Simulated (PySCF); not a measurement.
Stepwise substitution at one centre (In Cl-SH). Gas-phase values, no solvent. One relaxed conformer stands for each flexible species; it need not be the lowest. Strings in code marks are SMILES.

The HOMO–LUMO gap from two functionals at the same geometries (PBE0-D4/def2-TZVP), both in PySCF: PBE-D3(BJ)/def2-TZVP and B3LYP-D3(BJ)/def2-TZVP. B3LYP has the VWN-RPA correlation part, as in Gaussian. 

```tsv
species	PBE-D3(BJ)/def2-TZVP (eV)	B3LYP-D3(BJ)/def2-TZVP (eV)
0 of 3 Cl replaced by SH (`[Cl][In]([Cl])[Cl]`)	4.25	5.96
1 of 3 Cl replaced by SH	3.73	5.27
2 of 3 Cl replaced by SH	3.72	5.24
3 of 3 Cl replaced by SH (`[SH][In]([SH])[SH]`)	3.83	5.35
```

Over these rows, drawn at random from the members with no instability flagged (it was tested for open shells, ions and some series alone), PBE minus B3LYP-D3(BJ): mean -1.57 eV, from -1.70 eV to -1.52 eV.
